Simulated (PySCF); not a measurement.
## Relaxation of doublet ReS2

These are results of UB3LYP in PySCF with Re def2-SVP with ECP60, S def2-SVP; scalar-relativistic core potentials, no spin–orbit coupling; density-fitted integrals, not measurements. A (50,194) grid was used.

A hand-made side-on start, of C2v symmetry, held to at least that symmetry:

```xyz
3
charge 0 multiplicity 2, angstrom
Re    0.0000    0.0000   -0.5523
S     1.0000    0.0000    1.6149
S    -1.0000    0.0000    1.6149
```

Optimiser trace:
| step | E − E(last) (kJ/mol) | largest gradient (Eh/bohr) |
| --- | --- | --- |
| 0 | 31.91 | 0.05747 |
| 1 | 4.50 | 0.02760 |
| 2 | 0.70 | 0.01252 |
| 3 | 0.01 | 0.00143 |
| 4 | 0.00 | 0.00009 |
| 5 | 0.00 | 0.00003 |

It ends at C2v with Re–S 2.249 Å (×2), S–S 2.084 Å; Re–S–S 62.4° (×2), S–Re–S 55.2° (after a last refinement on a finer grid). A frequency run shows a minimum.

Final geometry:
Z-matrix (Å, degrees; charge 0 multiplicity 2):
```
Re
S  1 2.2490
S  1 2.2490 2 55.20
```

With open d or f shells other occupations or spin states may lie lower. At this level a quartet minimum of C2v symmetry lies 274 kJ/mol below this structure. With an element this heavy the missing spin–orbit coupling can shift these numbers.
